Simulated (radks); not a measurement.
Question: The mean radii <r> (bohr) of the occupied orbitals of an atom or ion are listed with their occupations. Calculated with a radial shooting solver on a logarithmic mesh with Libxc functionals: scalar-relativistic Kohn-Sham, BLYP, spin-polarised, spherical densities, finite nucleus; Fermi nuclear charge, rms radius of each element as measured or else 0.836 A^(1/3) + 0.57 fm.

| orbital | occ. | <r> |
|---|---|---|
| 1s down | 1 | 0.03344 |
| 1s up | 1 | 0.03344 |
| 2s up | 1 | 0.1457 |
| 2s down | 1 | 0.1457 |
| 2p up | 3 | 0.1269 |
| 2p down | 3 | 0.1269 |
| 3s up | 1 | 0.4026 |
| 3s down | 1 | 0.4026 |
| 3p up | 3 | 0.4028 |
| 3p down | 3 | 0.4028 |
| 3d up | 5 | 0.3836 |
| 3d down | 5 | 0.3835 |
| 4s up | 1 | 0.9907 |
| 4s down | 1 | 0.9893 |
| 4p up | 3 | 1.073 |
| 4p down | 3 | 1.073 |
| 4d up | 2 | 1.301 |
| 5s up | 1 | 2.258 |
| 5s down | 1 | 2.283 |

Name the element and its charge. Open shells, if any, are filled with parallel spins first.

Answer: Z = 44, ruthenium, charge +4: Ru4+ in [Kr] 4d2 5s2. The 1s radius gives Z: for a bare nucleus <r> = (2 gamma + 1)/(2Z) with gamma = sqrt(1 - (Z/c)^2), 0.03289 bohr for Z = 44, and screening makes it slightly larger (0.03344 here). The occupations add up to 40, and the charge is Z minus that.
